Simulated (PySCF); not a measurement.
# Pd: ionisation energy

Pd [Kr] 4d10 (1S) → Pd⁺ [Kr] 4d9 (2D), as a difference of total energies. All numbers are calculated (PySCF 2.14, scalar relativity by spin-free X2C-1e, in x2c-QZVPPall with one added diffuse shell each of s, p, d, f, g type (14s9p8d5f3g, 143 functions)). The calculations carry no spin-orbit coupling.

```
 method  ionisation energy (eV)  error (eV)
    UHF                   6.250      -2.262
  B97-3                   8.422      -0.090
    M06                   8.586      +0.074
r2SCAN0                   8.218      -0.294
```

Reference: 8.512 eV (measured; NIST levels, between the centres of gravity of the two terms).
